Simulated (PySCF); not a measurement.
## Ions at one geometry of YbF2

PySCF 2.14.0, RKS PBE0, Yb def2-SVP with ECP28, F def2-SVP; non-relativistic Hamiltonian with scalar-relativistic core potentials where named; density fitting; no spin-orbit coupling; singlets restricted, open shells unrestricted. The geometry is relaxed for charge 0, singlet, vacuum:

```xyz
3

Yb    0.0000    0.0000   -0.2278
F     1.7451    0.0000    0.7656
F    -1.7451    0.0000    0.7656
```

Energies count from the relaxed state; an electron taken off or put on is at rest in vacuum. Charges and spins are Mulliken's.

```
                     state  energy (eV)  spin squared  charge on Yb1 (e)  spin on Yb1 (e)  dipole about the centre of mass (D)
 charge 0, singlet, vacuum         0.00          0.00               1.06             0.00                                 6.00
charge -1, doublet, vacuum        -0.61          0.76               0.09             1.00                                 1.35
```

Problem. What does the state charge +1, doublet, vacuum give?

Solution. energy (eV) 8.23, spin squared 0.75, charge on Yb1 (e) 1.80, spin on Yb1 (e) 0.95, dipole about the centre of mass (D) 5.96.

With an electron taken off (doublet) the charges change, summed by element, by Yb +0.74 e, F +0.26 e. The vertical ionisation energy is 8.23 eV, against −ε(HOMO) = 4.81 eV of the relaxed state. The level lies 3.4 eV too high, as is usual for semilocal functionals and global hybrids, which keep a self-interaction error.

With an electron put on (doublet) the charges change, summed by element, by Yb -0.96 e, F -0.04 e. The vertical electron affinity is 0.61 eV, against −ε(LUMO) = 1.82 eV of the relaxed state. The basis has no diffuse functions, which an added electron needs. The added electron's level lies above zero.

Open shells may have lower solutions than those found.
